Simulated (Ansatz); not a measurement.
```xyz
14

C    -0.237   -0.815   -2.062
B     0.907   -0.374   -1.113
C     0.672    0.172    0.326
O    -0.679    0.273    0.695
C    -0.852    0.774    1.989
H    -0.328   -1.904   -1.920
H    -0.014   -0.675   -3.122
H    -1.209   -0.388   -1.811
H     2.058   -0.480   -1.445
H     1.229   -0.468    1.038
H     1.178    1.155    0.403
H    -1.923    0.820    2.190
H    -0.426    1.783    2.092
H    -0.377    0.126    2.740
```

Charge 0, multiplicity 1.

(1) List the PBE0/def2-TZVPP orbital energies in eV (Ansatz). (Best estimate.)

## Answers

(1) Ansatz gave: Occupied: -522.69, -279.14, -278.84, -277.29, -184.28, -29.01, -20.35, -19.35, -17.93, -13.78, -13.48, -13.29, -12.11, -11.28, -11.12, -10.81, -9.58, -8.95, -8.52, -7.44. Lowest empty: -0.68, 0.99, 1.70, 2.05, 2.54, 2.76, 3.00, 3.41.
